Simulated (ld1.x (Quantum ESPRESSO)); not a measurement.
Results of a calculation; reference values are marked as such.
**Potentials for boron compared**

Generated with ld1.x 7.5 (TM, RRKJ, ultrasoft, PAW), atompaw 4.2 or ONCVPSP 4.0.1. The cutoff is in Ry: for ld1.x and atompaw files where the sum of valence levels is converged to 10 mRy in a Bessel basis, for ONCV files where the hardest occupied wave has 1 mHa per electron of residual kinetic energy. The error is the largest all-electron minus pseudo excitation energy over each file’s own four to seven test configurations (ionisations up to +4, promotions, holes and added fractions of an electron), all of which were solved. The labels leave out finer settings (local radius, basis sizes, second energies), which also bear on the numbers. Spin-polarised tests are not counted. The rows are a selection from randomly drawn settings: files with unsolved tests, undetermined cutoffs or missed reference levels are left out.

| potential | cutoff (Ry) | largest error (meV) | bound ghosts |
| --- | --- | --- | --- |
| TM semilocal, PBEsol, scalar-relativistic, rc 1.05/3.60/3.30 (spd), local s, core correction no, reference 2s2 2p1 | 45 | +466 | none |
| PAW, PBE, scalar-relativistic, rc 1.80/4.00/4.05 (spd), local smoothed, core correction yes, reference 2s2 2p1 | 6 | -6.1 | none |
| RRKJ, BLYP, non-relativistic, rc 1.35/2.05/1.95 (spd), local s, core correction yes, reference 2s2 2p1 | 21 | +96 | none |
| ultrasoft, LDA (PZ), scalar-relativistic, rc 1.65/2.75/2.10 (spd), local smoothed, core correction no, reference 2s1.5 2p1.5 | 8 | +108 | none |
| RRKJ, BLYP, scalar-relativistic, rc 1.30/1.90 (sp), local smoothed, core correction yes, reference 2s2 2p1 | 30 | +135 | none |
| TM, PBE, scalar-relativistic, rc 1.60/2.45/2.10 (spd), local s, core correction yes, reference 2s2 2p1 | 18 | +147 | none |
| PAW, revPBE, scalar-relativistic, rc 1.25/2.90/2.30 (spd), local d, core correction yes, reference 2s2 2p1 | 18 | -10.0 | none |

Problem. Fill in the row for B: PAW, Wu–Cohen, scalar-relativistic, rc 0.60/2.75 (sp), local smoothed, core correction no, reference 1s2 2s1.75 2p1.25.

Solution. cutoff 230 Ry, largest error +233 meV, bound ghosts: none.

Problem. Fill in the row for B: RRKJ, PBE, scalar-relativistic, rc 1.70/2.25 (sp), local smoothed, core correction yes, reference 2s2 2p1.

Solution. cutoff 25 Ry, largest error +142 meV, bound ghosts: none.
